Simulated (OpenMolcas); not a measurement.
V I: effect of the basis set

```
Program             : OpenMolcas 26.06
Method              : CASSCF
Active space        : 5 electrons in 6 orbitals (3d 4s)
State averaging     : 2S+1 = 4 even, 50 roots; 2S+1 = 6 even, 5 roots kept (CI in the orbitals of an earlier block); 2S+1 = 2 even, 91 roots kept (CI in the orbitals of an earlier block)
Spin-orbit coupling : RASSI with atomic mean-field integrals over the reference wave functions, term energies averaged over their components
```

A. ANO-RCC-VDZP [5s4p2d1f], DKH2, point nucleus; cost roughly 70 core-seconds
B. ANO-R1 [5s3p3d1f], X2C, finite nucleus; cost about 90 core-seconds
C. ANO-RCC-VTZP [6s5p3d2f1g], DKH2, point nucleus; cost of the order of 90 core-seconds
D. ANO-R2 [6s4p4d2f1g], X2C, finite nucleus; cost roughly 110 core-seconds
E. ANO-RCC-VQZP [7s6p4d3f2g1h], DKH2, point nucleus; cost about 100 core-seconds
F. ANO-R3 [7s5p5d3f2g1h], X2C, finite nucleus; cost of the order of 2.3 core-minutes

Energies in cm-1 above 3d3 4s2 4F 3/2, the measured ground level; measured values from NIST Handbook of Basic Atomic Spectroscopic Data.

```json
{"Level": "3d4 4s 6D 1/2", "A": "-8016", "B": "-8210", "C": "-8098", "D": "-8275", "E": "-8196", "F": "-8266", "Measured": "2112"}
{"Level": "3d4 4s 6D 3/2", "A": "-7972", "B": "-8165", "C": "-8054", "D": "-8231", "E": "-8152", "F": "-8222", "Measured": "2153"}
{"Level": "3d4 4s 6D 5/2", "A": "-7898", "B": "-8092", "C": "-7980", "D": "-8158", "E": "-8078", "F": "-8148", "Measured": "2220"}
{"Level": "3d4 4s 6D 7/2", "A": "-7797", "B": "-7991", "C": "-7878", "D": "-8057", "E": "-7975", "F": "-8047", "Measured": "2311"}
{"Level": "3d4 4s 6D 9/2", "A": "-7668", "B": "-7863", "C": "-7750", "D": "-7929", "E": "-7846", "F": "-7918", "Measured": "2425"}
{"Level": "3d3 4s2 4F 3/2", "A": "0.0", "B": "0.0", "C": "0.0", "D": "0.0", "E": "0.0", "F": "0.0", "Measured": "0.0"}
{"Level": "3d3 4s2 4F 5/2", "A": "121", "B": "120", "C": "121", "D": "120", "E": "122", "F": "121", "Measured": "137"}
{"Level": "3d3 4s2 4F 7/2", "A": "287", "B": "285", "C": "287", "D": "285", "E": "289", "F": "287", "Measured": "323"}
{"Level": "3d3 4s2 4F 9/2", "A": "495", "B": "493", "C": "496", "D": "492", "E": "499", "F": "496", "Measured": "553"}
{"Level": "3d4 4s 4D 1/2(1)", "A": "2211", "B": "2003", "C": "2126", "D": "1809", "E": "1911", "F": "1793", "Measured": ""}
{"Level": "3d4 4s 4D 3/2(1)", "A": "2278", "B": "2070", "C": "2193", "D": "1876", "E": "1979", "F": "1860", "Measured": ""}
{"Level": "3d4 4s 4D 5/2(1)", "A": "2387", "B": "2179", "C": "2303", "D": "1985", "E": "2089", "F": "1970", "Measured": ""}
{"Level": "3d4 4s 4D 7/2(1)", "A": "2538", "B": "2329", "C": "2454", "D": "2135", "E": "2241", "F": "2121", "Measured": ""}
{"Level": "3d4 4s 4P 1/2", "A": "8639", "B": "8537", "C": "8594", "D": "8487", "E": "8535", "F": "8494", "Measured": ""}
{"Level": "3d4 4s 4P 3/2", "A": "8799", "B": "8699", "C": "8755", "D": "8650", "E": "8699", "F": "8658", "Measured": ""}
{"Level": "3d4 4s 4P 5/2", "A": "9069", "B": "8971", "C": "9027", "D": "8924", "E": "8975", "F": "8934", "Measured": ""}
{"Level": "3d4 4s 4H 7/2", "A": "9209", "B": "9035", "C": "9127", "D": "8943", "E": "9014", "F": "8942", "Measured": ""}
{"Level": "3d4 4s 4H 9/2", "A": "9253", "B": "9079", "C": "9172", "D": "8987", "E": "9059", "F": "8987", "Measured": ""}
{"Level": "3d4 4s 4H 11/2", "A": "9309", "B": "9134", "C": "9227", "D": "9042", "E": "9114", "F": "9042", "Measured": ""}
{"Level": "3d4 4s 4H 13/2", "A": "9374", "B": "9200", "C": "9293", "D": "9107", "E": "9181", "F": "9108", "Measured": ""}
{"Level": "3d4 4s 4F 3/2", "A": "11704", "B": "11537", "C": "11623", "D": "11445", "E": "11511", "F": "11442", "Measured": ""}
{"Level": "3d4 4s 4F 5/2", "A": "11725", "B": "11557", "C": "11643", "D": "11465", "E": "11532", "F": "11462", "Measured": ""}
{"Level": "3d4 4s 4F 7/2", "A": "11756", "B": "11589", "C": "11675", "D": "11497", "E": "11564", "F": "11494", "Measured": ""}
{"Level": "3d4 4s 4F 9/2", "A": "11801", "B": "11634", "C": "11720", "D": "11542", "E": "11610", "F": "11540", "Measured": ""}
```

A puts 3d4 4s 6D 1/2 lowest. B puts 3d4 4s 6D 1/2 lowest. C puts 3d4 4s 6D 1/2 lowest. D puts 3d4 4s 6D 1/2 lowest. E puts 3d4 4s 6D 1/2 lowest. F puts 3d4 4s 6D 1/2 lowest.

Deviations, from unrounded energies. A percentage is the sum of absolute deviations over the sum of measured energies, with the sign that they share, or ± where signs differ.

```csv
Against measurement,Levels,A,B,C,D,E,F
mean absolute deviation (cm-1),8,6300,6500,6400,6500,6400,6500
fine structure of the ground term (%),3,-10.9,-11.4,-10.9,-11.5,-10.3,-10.8
other configurations (%),5,-450.7,-459.3,-454.3,-462.3,-458.7,-461.8
```

A, B, C, D, E, F lie about equally close to measurement. The largest miss of A in the table is 3d4 4s 6D 1/2, by -10000 cm-1. The ranking rests on the paired levels alone, and a cruder setting can come out closer through cancelling errors.

Among A to F the level of the table that moves most is 3d4 4s 4D 1/2(1), by 420 cm-1 (lowest in F, highest in A).

Without dynamic correlation excited terms often stand tens of per cent too high (terms of higher spin than the ground term too low), and those without a measured partner can miss by more than the paired ones. Terms from blocks run as CI alone lack orbitals of their own. The lowest computed level is not the ground level that NIST lists (4F3/2). Configurations are named by rounded mean occupations; where the s occupation lies near a half they are strongly mixed, a name can repeat and a true partner stay unpaired. A single d shell beside an s shell can misplace configurations of different d count against each other. Measured partners are found by configuration, term and J. A level has none where our copy of the source lacks it or the pairing is in doubt (some pairs that miss far off the trend of their configuration count as doubtful), and it then counts in no deviation. Only configurations of the active space appear. The table leaves out levels that lie high or whose names do not pair safely across all columns.

A number in round brackets counts repeated terms of one configuration in the order of the reference energies.
